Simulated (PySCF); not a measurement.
# C 1s core levels and what the atom is bonded to

Gas-phase molecules, one conformer each, relaxed by PBE0-D3(BJ)/def2-SVP with no frequency check. Core levels by delta-SCF with SCAN, pcX-2 on the ionised atom and pcseg-1 elsewhere, spin-free X2C; energies from the vacuum level.

```
     structure (SMILES)             C bonded to  mean electronegativity of these (Pauling)  C 1s (eV)
  C[Si](C)(Cl)[O][GeH3]              1 Si + 3 H                                       2.12     290.29
            CC(F)[SiH3]  1 C + 1 F + 1 Si + 1 H                                       2.66     292.54
     CC(N[SiH3])N[SiH3]         1 C + 2 N + 1 H                                       2.71     292.45
     CC(N[SiH3])O[SiH3]   1 C + 1 N + 1 O + 1 H                                       2.81          ?
        FC(Cl)[O][GeH3]  1 Cl + 1 F + 1 O + 1 H                                       3.20     296.19
             OC(O)(O)Cl              1 Cl + 3 O                                       3.37     297.23
FC(F)(F)N([SiH3])[SiH3]               3 F + 1 N                                       3.75     299.00
```

Q: Fit a straight line to the complete rows and predict the core level of C in CC(N[SiH3])O[SiH3], bonded to 1 C + 1 N + 1 O + 1 H.

A: E = 277.735 + 5.687·χ (6 points, rms 0.41 eV, correlation 0.991). At 2.81 this gives 293.72 eV; the calculation itself gave 293.15 eV, so the fit is off by 0.57.

For scale, for CC(N[SiH3])O[SiH3]: run time: 51 s on 1 thread of Arm Neoverse V2 (aarch64), shared host, peak memory 0.75 GiB, launched as `OMP_NUM_THREADS=1 python cluster_run.py task.json out`.
